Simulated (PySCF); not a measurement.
H7NO2Si2, SMILES O[Si@H](O[SiH3])N. The structure is a stationary point at PBE-D3(BJ)/def2-SVP. The structure was generated by enumeration; whether it is a known compound was not checked. Other conformers were not sampled.

Question: Give the equilibrium geometry at PBE-D3(BJ)/def2-SVP (PySCF confirms it by a frequency run) as Cartesian coordinates in Å. (An estimate is asked for; the answer gives what the named calculation found.)

Answer: One answer among several that fit: 
```xyz
12

N     -2.1579     0.6885     0.6033
Si    -0.9637    -0.0860    -0.3771
O     -0.5995    -1.5933     0.2660
O      0.5331     0.6578    -0.4360
Si     2.0747     0.2373     0.0805
H     -1.9486     0.9216     1.5780
H     -2.7367     1.4172     0.1781
H     -1.5217    -0.1113    -1.7642
H     -1.3716    -2.0825     0.5985
H      2.1037    -0.0143     1.5647
H      2.5821    -0.9836    -0.6361
H      2.9761     1.3983    -0.2296
```
Charge 0, spin multiplicity 1.
